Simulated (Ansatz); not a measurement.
Single points on CH4Zn⁺, that is ZnMeH with one electron fewer.

```yaml
crystal:
  periodic: [false, false, false]
  atoms:
    - {symbol: Zn, position_ang: [-0.006792, 0.003690, -1.239408]}
    - {symbol: C, position_ang: [0.004847, -0.002620, 0.886931]}
    - {symbol: H, position_ang: [-0.472414, 0.969684, 1.059721]}
    - {symbol: H, position_ang: [1.087318, -0.075386, 1.048076]}
    - {symbol: H, position_ang: [-0.597617, -0.903648, 1.054841]}
    - {symbol: H, position_ang: [-0.015333, 0.008269, -2.810170]}
basis:
  gaussian: {orbitals: def2-TZVP, initial_orbitals: start.molden}
total_charge: 1
magnetization: {spin_polarized: true, initial_magnetization: 1}
hamiltonian: {xc: pbe0, dispersion: d4}
scf: {omitted_lower_state_checks: [starts]}
output: {orbitals: {seedname: orbitals}}
```

The file start.molden holds the orbitals of an earlier run on this structure, at another level or in another basis.

```sh
$ ansatz run in.yaml --threads 4 --pin off --events-out ev --progress --plain --max-ram 3916MiB
```

Shortened log:

```
Functional definition: PBE0
897 factors; their error is unknown
mean field evaluation 1: about -49504.1985 eV, gradient 6.2e0 eV
mean field evaluation 2: about -49504.3089 eV, gradient 2.0e-1 eV
mean field evaluation 4: about -49504.3849 eV, gradient 6.1e-3 eV
mean field -49504.38488517 eV, -1819.2525892526 hartree, gradient 1.3e-5 eV, S^2 0.766835; 0 other end points of the search recorded, 0 dependent functions left out
reference -49504.38491653 eV, -1819.2525904050 hartree; 20, 19 occupied and 83, 84 virtual orbitals, 897 factors
Total energy: -49504.42373650 eV, -1819.2540170128 hartree
Checks for a lower state left out: starts
```

It took 1.3 s on 4 threads of Arm Neoverse V1 on a shared host.

As the first input, with `hamiltonian: {xc: pbe, dispersion: d4}` (abridged; 1.2 s):

```
Functional definition: PBE
mean field -49503.67909814 eV, -1819.2266520579 hartree, gradient 2.8e-5 eV, S^2 0.758803
Total energy: -49503.72603209 eV, -1819.2283768485 hartree
Checks for a lower state left out: starts
```

Geometry: PBE-D4/def2-TZVP.
